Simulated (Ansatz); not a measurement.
Reaction (redistribution): `[OH][Y]([F])[F]` + `OB(F)F` → `[OH][Y]([OH])[F]` + boron trifluoride

Gas-phase electronic energies from Ansatz, PBE0-D4/def2-TZVP geometries. CCSD(T)/CBS adds triple-zeta CCSD(T) − MP2 to the extrapolated MP2 energy (def2 sets, frozen cores). This one scheme is used for every species. Functionals use def2-TZVPP. def2 core potentials past Kr. For Y outer-core shells are correlated without core-valence functions, which leaves a few kJ/mol of doubt a bond. Each species was taken in one conformer, which may not be the lowest.

`[OH][Y]([F])[F]`:

```xyz
5

O    -1.165    0.506    0.640
Y     0.482   -0.209   -0.265
F     0.883   -2.175   -0.240
F     1.746    1.033   -1.204
H    -1.945    0.845    1.069
```

`OB(F)F`:

Z-matrix (Å, degrees):
```
B
O 1 1.345
F 1 1.327 2 122.2
F 1 1.317 2 119.5 3 -180.0
H 2 0.960 1 113.5 3 -0.0
```

`[OH][Y]([OH])[F]`:

Cartesian coordinates in Å:
```
O 1.461 -0.780 -0.785
Y 0.004 0.464 -0.145
O -1.470 -0.169 1.082
F 0.022 2.387 -0.745
H 2.131 -1.396 -1.066
H -2.148 -0.506 1.660
```

`FB(F)F`:

Cartesian coordinates in Å:
```
F -1.095 -0.584 0.422
B 0.000 0.000 0.000
F 0.282 0.018 -1.280
F 0.813 0.567 0.858
```

(1) Is it downhill or uphill in electronic energy at CCSD(T)/CBS, and by how much? (Estimate.)

(2) What do these levels give: revPBE-D4, B97M-V, ωB97X-V, B2PLYP, PBE, r2SCAN? (Estimate.)

(3) What do rigid-rotor, harmonic-oscillator terms from PBE0-D4/def2-TZVP frequencies (298.15 K, 1 bar) make of the CCSD(T)/CBS value? (Estimate.)

Largest T1 diagnostic among the species: 0.015.

Results:

(1) The calculation gave: Uphill: ΔE = +44.9 kJ/mol.

(2) Ansatz gave: revPBE-D4 53.8, B97M-V 48.9, ωB97X-V 49.5, B2PLYP 45.1, PBE 52.0, r2SCAN 49.4 kJ/mol.

(3) Computed: ΔZPE = -3.9 kJ/mol, ΔH = +42.1 kJ/mol, ΔS = -9 J/(mol·K), ΔG = +44.9 kJ/mol. Modes under 50 cm⁻¹ make the entropy rough.

Leaving LDA and LC-ωPBE aside and taking each functional with its dispersion term where it has one, the values spread over 8.7 kJ/mol, from B2PLYP to revPBE-D4. From BLYP to BHLYP (50 % exact exchange), in def2-TZVPP and without D4, ΔE moves by −3.1 kJ/mol. In def2-TZVPP, CCSD(T) changes the Hartree–Fock value by −3.8 kJ/mol (the triples alone add −0.0 kJ/mol) and MP2 by −5.2 kJ/mol.
